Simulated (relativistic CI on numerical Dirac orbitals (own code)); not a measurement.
K¹⁷⁺: q coefficients and field-shift factors

Method of calculation: Dirac-Coulomb-Breit CI, separate exchange-only KLI orbitals for each configuration, derivatives by finite differences, unscaled Slater integrals, QED left out (own radial code, finite nucleus).

CI space: 1s², 1s2s, 1s2p. Levels of other configurations are missing.

With x = (α/α₀)² − 1 an excitation energy changes as ω = ω₀ + qx; K = 2q/ω₀ is the relative enhancement. Terms are leading LS components, so labels can repeat. The field-shift factor is F = δν/δ⟨r²⟩ for the transition from the lowest level.

Lowest level 1s² ¹S0.

| Level | ω₀ (cm⁻¹) | q (cm⁻¹) | K | F (GHz/fm²) |
| --- | --- | --- | --- | --- |
| 1s2s ³S1 | 28003982 | 101800 | 0.00727 | -174 |
| 1s2p ³P°0 | 28166650 | 112500 | 0.00799 | -202 |
| 1s2p ³P°1 | 28173064 | 116300 | 0.00826 | -202 |
| 1s2s ¹S0 | 28181026 | 108700 | 0.00772 | -175 |
| 1s2p ³P°2 | 28201262 | 147500 | 0.0105 | -202 |
| 1s2p ¹P°1 | 28318275 | 137900 | 0.00974 | -201 |

At this charge energies of transitions that change n are usually good to better than 1 %, and those within a shell (Δn = 0) to a few per cent.
